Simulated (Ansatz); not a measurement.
C₃H₇, doublet, at a GFN2-xTB geometry. Base run: CAM-B3LYP/def2-SV(P) in Ansatz (a first-principles code).

Geometry (Å):
```xyz
10

C     -0.0807     0.5143     0.0020
C      0.0448    -0.1975     1.2909
C      0.0445    -0.1880    -1.2923
H     -0.4636     1.5207     0.0053
H      0.4042     0.4704     2.0741
H      0.4302     0.4789    -2.0640
H     -0.9227    -0.5924     1.6317
H      0.7253    -1.0441     1.2046
H      0.7034    -1.0512    -1.2059
H     -0.9277    -0.5546    -1.6499
```
Charge 0, spin multiplicity 2.
Orbitals are unrestricted.
All else is at Ansatz's defaults.
Base energy -118.29272 Eh.

The base run was repeated with changes; each row names its change, and settings that it needs were set with it.

```
change                                                            ΔE vs base (kcal/mol)
----------------------------------------------------------------  ---------------------
base                                                                              0.000
final_grid = 14, 28, 59                                                           0.000
point_charge = charge:1.0 position_ang:-1.8821, -3.6697, -3.2123                  -1.10
final_grid = 6, 12, 29                                                            0.000
forces = on                                                                       0.000
fitting.mean_field = cc-pVTZ-JKFIT                                               -0.031
lower_state_search = light                                                        0.000
accuracy = high                                                                   0.004
final_grid = 10, 20, 41                                                           0.000
point_charge = charge:0.5 position_ang:-3.9771, 3.2562, 0.1783                   -0.219
nuclear_model = gaussian                                                          0.006
```
